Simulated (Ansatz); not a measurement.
One geometry of Cu(AsH3)H (CuAsH₄), several levels of theory.

```yaml
crystal:
  periodic: [false, false, false]
  atoms:
    - {symbol: Cu, position_ang: [0.001118, 0.010793, -1.713116]}
    - {symbol: As, position_ang: [-0.001434, -0.005502, 0.660723]}
    - {symbol: H, position_ang: [0.817514, -1.024241, 1.420733]}
    - {symbol: H, position_ang: [-1.289555, -0.211304, 1.425279]}
    - {symbol: H, position_ang: [0.468019, 1.206937, 1.432498]}
    - {symbol: H, position_ang: [0.004338, 0.023308, -3.226128]}
basis:
  gaussian: {orbitals: def2-TZVPD, initial_orbitals: start.molden}
hamiltonian: {xc: pbe0, dispersion: d4}
scf: {omitted_lower_state_checks: [starts]}
output: {orbitals: {seedname: orbitals}}
```

The file start.molden holds the orbitals of an earlier run on this structure, at another level or in another basis.

```sh
$ ansatz run in.yaml --threads 4 --pin off --events-out ev --progress --plain --max-ram 3916MiB
```

Shortened log:

```
Functional definition: PBE0
1189 factors; their error is unknown
mean field evaluation 1: about -105532.4675 eV, gradient 9.1e0 eV
mean field evaluation 2: about -105532.5020 eV, gradient 8.0e-2 eV
mean field evaluation 4: about -105532.8514 eV, gradient 2.5e-4 eV
mean field -105532.85142503 eV, -3878.2607571338 hartree, gradient 1.3e-5 eV, S^2 0.000000; 0 other end points of the search recorded, 0 dependent functions left out
reference -105532.85146185 eV, -3878.2607584870 hartree; 33, 33 occupied and 105, 105 virtual orbitals, 1189 factors
Total energy: -105532.93667076 eV, -3878.2638898567 hartree
Checks for a lower state left out: starts
```

Run time 1.4 s (4 threads of Arm Neoverse V1 on a shared host).

First input, but with `gaussian: {orbitals: def2-TZVP, initial_orbitals: start.molden}`, `hamiltonian: {xc: lda}` (abridged; 0.5 s):

```
Functional definition: SPW92
mean field -105381.52203200 eV, -3872.6995045147 hartree, gradient 1.5e-5 eV, S^2 0.000000
Total energy: -105381.52207691 eV, -3872.6995061651 hartree
Checks for a lower state left out: starts
```

As the first input, with `hamiltonian: {xc: r2scan, dispersion: d4}` (abridged; 2.1 s):

```
Functional definition: r2SCAN
mean field -105546.49752435 eV, -3878.7622420344 hartree, gradient 3.1e-5 eV, S^2 0.000000
Total energy: -105546.51997706 eV, -3878.7630671562 hartree
Checks for a lower state left out: starts
```

First input, but with `gaussian: {orbitals: def2-TZVP, initial_orbitals: start.molden}`, `hamiltonian: {xc: {text: "exchange = 0.85*pbe_x + 0.15*exact_x\ncorrelation = pbe_c"}}` (abridged; 0.95 s):

```
Functional definition: unnamed
mean field -105532.13277349 eV, -3878.2343471768 hartree, gradient 6.2e-5 eV, S^2 0.000000
Total energy: -105532.13281355 eV, -3878.2343486491 hartree
Checks for a lower state left out: starts
```

As the first input, with `gaussian: {orbitals: def2-SVP, initial_orbitals: start.molden}`, `hamiltonian: {xc: pbe, dispersion: d4}` (abridged; 0.55 s):

```
Functional definition: PBE
mean field -105516.56396806 eV, -3877.6622041305 hartree, gradient 8.6e-5 eV, S^2 0.000000
Total energy: -105516.66487555 eV, -3877.6659124123 hartree
Checks for a lower state left out: starts
```

The first input with `correlation: {method: ccsd_t, frozen_orbitals: {As: 9, Cu: 9, H: 0}}` and without the key `hamiltonian` (abridged; 13 s):

```
Functional definition: HF
mean field -105455.59019506 eV, -3875.4214593021 hartree, gradient 3.1e-6 eV, S^2 0.000000
18 core orbitals not correlated: weight in the atoms' cores, before any rotation towards them, 1.000 or more for the frozen orbitals, at most 0.000 for the correlated occupied ones
second order -20.34971720 eV of doubles, -0.00000000 eV of singles
cycle   1  -17.74731865 eV  change     2.6e0 eV  update   2.3e-1
cycle   2  -18.91452136 eV  change    -1.2e0 eV  update   1.7e-1
cycle   3  -19.21333045 eV  change   -3.0e-1 eV  update   4.8e-2
cycle   4  -19.20830270 eV  change    5.0e-3 eV  update   2.2e-2
cycle   5  -19.17316575 eV  change    3.5e-2 eV  update   1.1e-2
cycle   6  -19.17388311 eV  change   -7.2e-4 eV  update   4.4e-3
cycle   7  -19.17682320 eV  change   -2.9e-3 eV  update   2.2e-3
cycle   8  -19.17545662 eV  change    1.4e-3 eV  update   9.4e-4
cycle   9  -19.17513589 eV  change    3.2e-4 eV  update   4.9e-4
cycle  10  -19.17579016 eV  change   -6.5e-4 eV  update   1.8e-4
cycle  11  -19.17594601 eV  change   -1.6e-4 eV  update   7.9e-5
cycle  12  -19.17581860 eV  change    1.3e-4 eV  update   4.4e-5
cycle  13  -19.17577726 eV  change    4.1e-5 eV  update   2.4e-5
cycle  14  -19.17579270 eV  change   -1.5e-5 eV  update   9.5e-6
perturbative correction -0.75408983 eV, -0.0277122901 hartree
Total energy: -105475.52007759 eV, -3876.1538689760 hartree
Checks for a lower state left out: starts
```

The first input with `gaussian: {orbitals: def2-TZVP, initial_orbitals: start.molden}`, `correlation: {method: mp2, frozen_orbitals: {As: 9, Cu: 9, H: 0}}` and without the key `hamiltonian` (abridged; 0.95 s):

```
Functional definition: HF
mean field -105455.55884396 eV, -3875.4203071704 hartree, gradient 4.3e-6 eV, S^2 0.000000
18 core orbitals not correlated: weight in the atoms' cores, before any rotation towards them, 1.000 or more for the frozen orbitals, at most 0.000 for the correlated occupied ones
second order -20.23966990 eV of doubles, -0.00000000 eV of singles
Total energy: -105475.79851386 eV, -3876.1641013204 hartree
Checks for a lower state left out: starts
```

Geometry: B3LYP-D4/def2-TZVP.

Correlated methods freeze 18 core orbitals; core or outer-core shells of As are correlated, in sets that lack core-valence functions.
